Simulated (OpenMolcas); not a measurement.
A calculation on Xe2+.

```yaml
Program: OpenMolcas 26.06
Method: RASSCF
Basis: ANO-RCC-VQZP [8s7p5d3f2g]
Scalar_Hamiltonian: DKH2, point nucleus
Active_space: 4 electrons in 9 orbitals (RAS2 5p; RAS3 5d 6s, at most 1 electron)
State_averaging: 2S+1 = 3 even, 3 roots; 2S+1 = 1 even, 6 roots; 2S+1 = 5 odd, 6 roots; 2S+1 = 3 odd, 54 roots; 2S+1 = 1 odd, 48 roots
Spin-orbit_coupling: state interaction with AMFI integrals over the reference wave functions, term energies averaged over their components
```

**Question.** Which level of the active space comes out lowest?

**Answer.** 5s² 5p⁴ ³P₂, with 92 % of that term; it is also the measured ground level.

**Question.** How high does 5s² 5p³ 5d ³D°₁(1) lie?

**Answer.** 15.2942 eV above the lowest level.

**Question.** How high does 5s² 5p⁴ ¹S₀ lie?

**Answer.** 4.8879 eV above the lowest level; measured 4.4762 eV above the ground level, so the calculation is off by +9 %.

**Question.** How high does 5s² 5p³ 5d ⁵D°₀ lie?

**Answer.** 13.4838 eV above the lowest level.

**Question.** The level at 14.7897 eV has J = 2. What is it made of, and what is its g factor?

**Answer.** 62 % 5s² 5p³ 5d ³D°₂(1), 23 % 5s² 5p³ 5d ³F°(1), 8 % 5s² 5p³ 5d ¹D°(1); g = 1.045, against 1.167 from Landé's formula for the pure leading term.

Measured values: Saloman, J. Phys. Chem. Ref. Data 33, 765 (2004).

ANO sets are built for valence states and can reach diffuse excited orbitals poorly, and with the s shell closed the s pⁿ⁺¹ terms that mix with these levels are absent. With the s shell closed, the reference lacks s² → p² mixing. Computed and measured levels are paired by configuration, term and J; levels that our copy of the source lacks, or whose pairing is in doubt (as where it misses far off the trend of its configuration), stay unpaired and out of the deviations. Levels of configurations outside the active space are missing.

A number in round brackets counts repeated terms of one configuration in the order of the reference energies. ° marks odd parity.
